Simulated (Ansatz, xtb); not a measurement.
The molecule ZnC, multiplicity 3 (lowest of 2S+1 = 1, 3 at CCSD(T)/def2-TZVPP on PBE0 minima; our sources give no spin for the ground state, which may be another). No spin–orbit coupling. Zn is treated without relativity.

Seven points along R, fitted to fifth degree in 1/R; most abundant isotopes. In def2 and cc sets the state is the lowest found near the PBE0 minimum, followed along R.

Codes used: Ansatz (a quantum-chemistry and plane-wave program) with Gaussian orbitals; xtb for the GFN methods. Each number belongs to the level named beside it. The GFN methods have no spin term and hold the electronic entropy of 300 K.

```
level                 r_e (Å)  ω_e (cm⁻¹)  ω_e x_e (cm⁻¹)  B_e (cm⁻¹)  dipole (D)
--------------------  -------  ----------  --------------  ----------  ----------
GFN1-xTB                1.893         643             5.9       0.466           -
GFN2-xTB                1.930         536             2.8       0.448           -
SVWN5/def2-TZVPP        1.914         538             4.6       0.456        2.78
PBE/def2-TZVPP          1.966         490             4.7       0.432        2.88
r2SCAN/def2-TZVPP       1.954         508             4.8       0.437        2.61
B97M-V/def2-TZVPP       1.989         461             5.5       0.422        2.78
B3LYP/def2-TZVPP        2.011         437             5.6       0.413        2.88
PBE0/def2-TZVPP         1.982         482             5.2       0.425        2.88
CAM-B3LYP/def2-TZVPP    1.989         461             6.3       0.422        2.85
wB97X-V/def2-TZVPP      1.988         474             6.1       0.422        2.93
wB97M-V/def2-TZVPP      1.995         462             5.8       0.419        2.84
```

Doubts at one or more of the structures used: a spin-contaminated determinant (r2SCAN/def2-TZVPP, PBE0/def2-TZVPP, CAM-B3LYP/def2-TZVPP, wB97X-V/def2-TZVPP, wB97M-V/def2-TZVPP).
